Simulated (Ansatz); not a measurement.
Calculated with Ansatz (gas phase, PBE0-D4/def2-TZVP geometries, no zero-point term in ΔE). CBS: MP2 limit from def2 TZ/QZ plus the TZ coupled-cluster correction, frozen cores. This one scheme is used for every species. DFT in def2-TZVPP. One conformer a species, not always the lowest.

Consider the substitution at a C–N bond: `CN[SiH](C)O` + `OCS` → `COCS` + `C[SiH](N)O`.

Problem. Is it downhill or uphill in electronic energy at CCSD(T)/CBS, and by how much? (Estimate.)

Solution. Ansatz gave: Downhill: ΔE = -2.4 kcal/mol.

Problem. What do these levels give: PBE-D4, r2SCAN-D4, B2PLYP, CCSD(T)/def2-TZVPP, SCS-MP2/def2-QZVPP, MP2/CBS(def2)? (Best estimate.)

Solution. Ansatz gave: PBE-D4 -3.0, r2SCAN-D4 -3.7, B2PLYP -3.2, CCSD(T)/def2-TZVPP -2.8, SCS-MP2/def2-QZVPP -2.4, MP2/CBS(def2) -2.3 kcal/mol.

Largest T1 diagnostic among the species: 0.011.
